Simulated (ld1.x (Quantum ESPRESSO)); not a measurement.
# PBE TM dataset for gold (Au), fully relativistic all-electron reference.

The input file (ld1.x (Quantum ESPRESSO) 7.5):

```
&input
   title='Au', zed=79., rel=2, dft='PBE', iswitch=3,
   config='[Xe] 4f14 5d10 6s0.5 6p0.5', rel_dist='average',
   nld=5, rlderiv=1.85, eminld=-10.0, emaxld=5.0, deld=0.04
 /
 &inputp
   pseudotype=2, tm=.true., lloc=0,
   nlcc=.true., new_core_ps=.true.,
   file_pseudopw='Au.UPF', file_wfcaegen='ae.wfc', file_wfcncgen='nc.wfc', file_beta='beta', file_chi='chi'
 /
3
5P  2  1   6.00   0.00  1.10  1.10  0.0
5D  3  2  10.00   0.00  1.70  1.70  0.0
5S  1  0   2.00   0.00  1.25  1.25  0.0
 &test
   configts(1)='5s2 5p6 5d10 6s0.5 6p0.5'
 /
```

Command:

```bash
ld1.x < Au.in > Au.out
```

The program printed (shortened: banner, matrices, multipoles, cross overlaps and the repeated all-electron block are left out):

```
Program LD1 v.7.5
     --------------------------- All-electron run ----------------------------

     Au
     dirac relativistic calculation

     atomic number is 79.00
     dft =PBE   lsd =0 sic =0 latt =0  beta=0.20 tr2=1.0E-14
     Exchange-correlation= PBE
                           (   1   4   3   4   0   0   0)
     mesh =1279 r(mesh) = 100.03820 a.u. xmin = -7.00 dx = 0.01250
     1 Ry =  13.60569312 eV, c = 137.03599908

     n l j   nl                  e(Ry)          e(Ha)          e(eV)
     Spin orbit split results
     1 0 0.5 1S 1( 2.00)     -5928.2289     -2964.1144    -80657.6629
     2 0 0.5 2S 1( 2.00)     -1045.1684      -522.5842    -14220.2400
     2 1 0.5 2P 1( 2.00)     -1002.0891      -501.0445    -13634.1162
     2 1 1.5 2P 1( 4.00)      -867.1519      -433.5759    -11798.2021
     3 0 0.5 3S 1( 2.00)      -246.7209      -123.3605     -3356.8092
     3 1 0.5 3P 1( 2.00)      -227.3896      -113.6948     -3093.7926
     3 1 1.5 3P 1( 4.00)      -197.6123       -98.8061     -2688.6517
     4 0 0.5 4S 1( 2.00)       -53.6137       -26.8068      -729.4510
     4 1 0.5 4P 1( 2.00)       -45.3740       -22.6870      -617.3450
     4 1 1.5 4P 1( 4.00)       -38.2336       -19.1168      -520.1947
     3 2 1.5 3D 1( 4.00)      -165.5907       -82.7954     -2252.9767
     3 2 2.5 3D 1( 6.00)      -159.1924       -79.5962     -2165.9234
     5 0 0.5 5S 1( 2.00)        -8.0301        -4.0150      -109.2551
     5 1 0.5 5P 1( 2.00)        -5.3635        -2.6817       -72.9738
     5 1 1.5 5P 1( 4.00)        -4.1534        -2.0767       -56.5100
     4 2 1.5 4D 1( 4.00)       -24.7728       -12.3864      -337.0518
     4 2 2.5 4D 1( 6.00)       -23.4434       -11.7217      -318.9633
     4 3 2.5 4F 1( 6.00)        -6.1850        -3.0925       -84.1514
     4 3 3.5 4F 1( 8.00)        -5.9049        -2.9525       -80.3405
     5 2 1.5 5D 1( 4.00)        -0.6588        -0.3294        -8.9630
     5 2 2.5 5D 1( 6.00)        -0.5457        -0.2728        -7.4241
     6 0 0.5 6S 1( 0.50)        -0.4870        -0.2435        -6.6257
     6 1 0.5 6P 1( 0.17)        -0.1316        -0.0658        -1.7902
     6 1 1.5 6P 1( 0.33)        -0.0909        -0.0454        -1.2367
     Averaged results
     1 0     1S 1( 2.00)     -5928.2289     -2964.1144    -80657.6629
     2 0     2S 1( 2.00)     -1045.1684      -522.5842    -14220.2400
     2 1     2P 1( 6.00)      -912.1309      -456.0655    -12410.1735
     3 0     3S 1( 2.00)      -246.7209      -123.3605     -3356.8092
     3 1     3P 1( 6.00)      -207.5380      -103.7690     -2823.6987
     4 0     4S 1( 2.00)       -53.6137       -26.8068      -729.4510
     4 1     4P 1( 6.00)       -40.6137       -20.3069      -552.5781
     3 2     3D 1(10.00)      -161.7518       -80.8759     -2200.7447
     5 0     5S 1( 2.00)        -8.0301        -4.0150      -109.2551
     5 1     5P 1( 6.00)        -4.5568        -2.2784       -61.9979
     4 2     4D 1(10.00)       -23.9752       -11.9876      -326.1987
     4 3     4F 1(14.00)        -6.0250        -3.0125       -81.9737
     5 2     5D 1(10.00)        -0.5909        -0.2955        -8.0396
     6 0     6S 1( 0.50)        -0.4870        -0.2435        -6.6257
     6 1     6P 1( 0.50)        -0.1045        -0.0522        -1.4212

     final scf error:  4.3E-15 reached in  38 iterations

     Etot =  -38096.020387 Ry,  -19048.010193 Ha, -518322.762592 eV

     Ekin =   43784.738198 Ry,   21892.369099 Ha,  595721.711394 eV
     Encl =  -95971.067264 Ry,  -47985.533632 Ha,-1305752.889878 eV
     Eh   =   14821.232189 Ry,    7410.616094 Ha,  201653.136865 eV
     Exc  =    -730.923510 Ry,    -365.461755 Ha,   -9944.720973 eV

     normalization and overlap integrals

     s(1S/1S) =  1.000000  <r> =   0.0169  <r2> =    0.0004  r(max) =   0.0104
     s(2S/2S) =  1.000000  <r> =   0.0704  <r2> =    0.0059  r(max) =   0.0604
     s(2P/2P) =  1.000000  <r> =   0.0580  <r2> =    0.0042  r(max) =   0.0447
     s(2P/2P) =  1.000000  <r> =   0.0665  <r2> =    0.0054  r(max) =   0.0520
     s(3S/3S) =  1.000000  <r> =   0.1833  <r2> =    0.0386  r(max) =   0.1704
     s(3P/3P) =  1.000000  <r> =   0.1736  <r2> =    0.0352  r(max) =   0.1581
     s(3P/3P) =  1.000000  <r> =   0.1893  <r2> =    0.0416  r(max) =   0.1726
     s(4S/4S) =  1.000000  <r> =   0.4069  <r2> =    0.1870  r(max) =   0.3841
     s(4P/4P) =  1.000000  <r> =   0.4094  <r2> =    0.1909  r(max) =   0.3793
     s(4P/4P) =  1.000000  <r> =   0.4434  <r2> =    0.2236  r(max) =   0.4140
     s(3D/3D) =  1.000000  <r> =   0.1648  <r2> =    0.0319  r(max) =   0.1361
     s(3D/3D) =  1.000000  <r> =   0.1696  <r2> =    0.0336  r(max) =   0.1395
     s(5S/5S) =  1.000000  <r> =   0.9281  <r2> =    0.9670  r(max) =   0.8441
     s(5P/5P) =  1.000000  <r> =   1.0043  <r2> =    1.1409  r(max) =   0.8986
     s(5P/5P) =  1.000000  <r> =   1.1039  <r2> =    1.3808  r(max) =   0.9807
     s(4D/4D) =  1.000000  <r> =   0.4519  <r2> =    0.2362  r(max) =   0.4038
     s(4D/4D) =  1.000000  <r> =   0.4631  <r2> =    0.2479  r(max) =   0.4140
     s(4F/4F) =  1.000000  <r> =   0.4953  <r2> =    0.2975  r(max) =   0.3746
     s(4F/4F) =  1.000000  <r> =   0.5023  <r2> =    0.3060  r(max) =   0.3793
     s(5D/5D) =  1.000000  <r> =   1.5600  <r2> =    2.9274  r(max) =   1.1979
     s(5D/5D) =  1.000000  <r> =   1.6414  <r2> =    3.2656  r(max) =   1.2282
     s(6S/6S) =  1.000000  <r> =   2.8168  <r2> =    9.1518  r(max) =   2.2946
     s(6P/6P) =  1.000000  <r> =   4.2738  <r2> =   22.0818  r(max) =   3.0974
     s(6P/6P) =  1.000000  <r> =   5.1161  <r2> =   31.7375  r(max) =   3.6897

     ------------------------ End of All-electron run ------------------------

     --------------------- Generating NC pseudopotential ---------------------

      Generating local pot.: lloc=0, matching radius rcloc =   1.2500

      Computing core charge for nlcc:

       r > 0.74 : true rho core
      Core charge pseudized with two Bessel functions
      Integrated core pseudo-charge :  32.91

     Fully relativistic calculation: |psi|^2

     Wfc 5P LC norm =  0.99950067 SC norm =  0.00049908 missing  0.00000025

     Wfc 5P LC norm =  0.99958029 SC norm =  0.00041822 missing  0.00000149

     Wfc 5D LC norm =  0.99978000 SC norm =  0.00021994 missing  0.00000006

     Wfc 5D LC norm =  0.99979909 SC norm =  0.00019135 missing  0.00000956

      Wfc   5P  rcut= 1.111  Using Troullier-Martins method

      Wfc   5P  rcut= 1.111  Using Troullier-Martins method

      Wfc   5D  rcut= 1.700  Using Troullier-Martins method

      Wfc   5D  rcut= 1.700  Using Troullier-Martins method

     ------------------- End of pseudopotential generation -------------------

     Computing logarithmic derivative in   1.84379
     Computing logarithmic derivative in   1.84379
     Computing the partial wave expansion
       no projector for channel:   0
     R is outside the sphere for l=    1 j= 0.50
     R is outside the sphere for l=    1 j= 1.50
     R is outside the sphere for l=    2 j= 1.50
     R is outside the sphere for l=    2 j= 2.50

     ---------------------- Testing the pseudopotential ----------------------

     Au
     dirac relativistic calculation

     atomic number is 79.00   valence charge is 19.00
     dft =PBE   lsd =0 sic =0 latt =0  beta=0.20 tr2=1.0E-14
     mesh =1279 r(mesh) = 100.03820 xmin = -7.00 dx = 0.01250

     n l  j  nl             e AE (Ry)       e PS (Ry)    De AE-PS (Ry)
     1 0 0.5 5S   1( 2.00)       -8.03010       -8.03012        0.00002
     2 1 0.5 5P   1( 2.00)       -5.36347       -5.36349        0.00001
     2 1 1.5 5P   1( 4.00)       -4.15341       -4.15355        0.00014
     3 2 1.5 5D   1( 4.00)       -0.65877       -0.65876       -0.00001
     3 2 2.5 5D   1( 6.00)       -0.54566       -0.54567        0.00001
     2 0 0.5 6S   1( 0.50)       -0.48698       -0.54416        0.05719  !
     3 1 0.5 6P   1( 0.17)       -0.13158       -0.14071        0.00914  !
     3 1 1.5 6P   1( 0.33)       -0.09090       -0.09254        0.00164

     eps = 3.6E-15  iter = 15

     Etot =  -38096.020387 Ry,  -19048.010193 Ha, -518322.762592 eV
     Etotps =  -421.015195 Ry,    -210.507597 Ha,   -5728.203541 eV

     Ekin =      86.574762 Ry,      43.287381 Ha,    1177.909642 eV
     Encl =    -567.203766 Ry,    -283.601883 Ha,   -7717.200376 eV
     Ehrt =     231.278335 Ry,     115.639168 Ha,    3146.702056 eV
     Ecxc =    -178.552139 Ry,     -89.276069 Ha,   -2429.325605 eV
     (Ecc =    -146.024858 Ry,     -73.012429 Ha,   -1986.769412 eV)
     Epseu=       6.887612 Ry,       3.443806 Ha,      93.710741 eV

     ---------------------- End of pseudopotential test ----------------------
```

A Bessel basis up to 400 Ry misses an occupied level by 0.06 Ry, so cutoffs and ghosts were not judged. The potential misses its own reference levels by up to 0.8 eV. ld1.x takes every shell without a wave as core, so the model core holds the 6p, 6s electrons as well and exchange and correlation see them twice. This cancels in the reference configuration, but the file is broken for other ones, and its errors say nothing about a proper core correction.

Generation and configuration tests took about 2.3 s on one core of a shared server CPU.
